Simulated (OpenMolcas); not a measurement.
Ta3+ (d2) among equal point charges was computed by CASSCF with the d shell active (OpenMolcas, ANO-RCC-VDZP on the metal). Its lowest spin-free states, and all those of the highest spin:

```tsv
2S+1	Degeneracy	E (cm-1)
3	1	0.0
3	3	3742
3	3	6400
1	2	9789
1	3	13587
3	3	13938
1	1	15531
1	3	16389
1	2	17868
1	3	19804
1	1	37576
```

Question: Is the site octahedral, tetrahedral or cube-like, axial, or of lower symmetry?

Answer: The states with 2S+1 = 3 have orbital degeneracies 1, 3, 3, 3. Threefold states need a cubic site. For d2 at this spin an octahedron puts the threefold T1 below the threefold T2 and a tetrahedron or cube puts the single A2 below the threefold T2, so the site is a tetrahedron or a cube, which this pattern cannot tell apart. The first gap at this spin, 3740 cm-1, is |10Dq| in ligand-field theory. The run had Ta3+ among 4 point charges of -2 e arranged as a tetrahedron (Td), 2.29 Å from the ion.

Spin-orbit coupling mixes the spin-free states strongly: the lowest level takes only 59 % from its leading state, 3A2. Without dynamic correlation the repulsion within the d shell is too large (B by tens of per cent), so at a given field states of lower spin stand too high. Point charges carry no covalency, so the field is a model and not that of real ligands. No measured value stands beside these numbers.
